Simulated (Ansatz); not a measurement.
Ligand exchange: C2H7BO + SnH(CH3)2(OH) → CH5BO2 + SnH(CH3)3

Species: C2H7BO `CBOC`, singlet; SnH(CH3)2(OH), singlet; CH5BO2 `COBO`, singlet; SnH(CH3)3, singlet. The partners trade CH3 for OH: B–CH3 and Sn–OH bonds give way to B–OH and Sn–CH3.

Shapes, held fixed at every level: PBE0-D4/def2-TZVP. Flexible molecules stand in one conformer, not always the lowest. Programs: Ansatz 0.2.0. The zero-point and thermal change to 298 K, harmonic and unscaled (PBE0-D4/def2-TZVP), is +3.4 kJ/mol.

Estimate ΔH(298 K) of this reaction.

The highest level, CCSD(T)/def2-TZVPP, gives ΔH(298 K) = -83.7 kJ/mol; the levels span -97.0 to -76.2. The column of differences is taken from that level and isn't an error. No measured value is set beside it here. For atoms past krypton def2 sets carry core potentials with scalar relativity. Outer-core shells of Sn are correlated, in sets that cover them unevenly.

```tsv
level	kind	ΔH(298 K) (kJ/mol)	less CCSD(T)/def2-TZVPP
SPW92/def2-TZVPP	LDA	-84.6	-0.9
r2SCAN-D4/def2-TZVPP	meta-GGA	-77.0	+6.7
B3LYP-D4/def2-TZVPP	global hybrid	-77.9	+5.8
BHLYP-D4/def2-TZVPP	global hybrid	-82.0	+1.7
wB97X-V/def2-TZVPP	range-separated hybrid	-76.2	+7.5
MP2/def2-SVP	perturbation theory	-97.0	-13.3
CCSD/def2-SVP	coupled cluster or CI	-96.8	-13.1
CCSD(T)/def2-TZVPP	coupled cluster or CI	-83.7	0.0
```
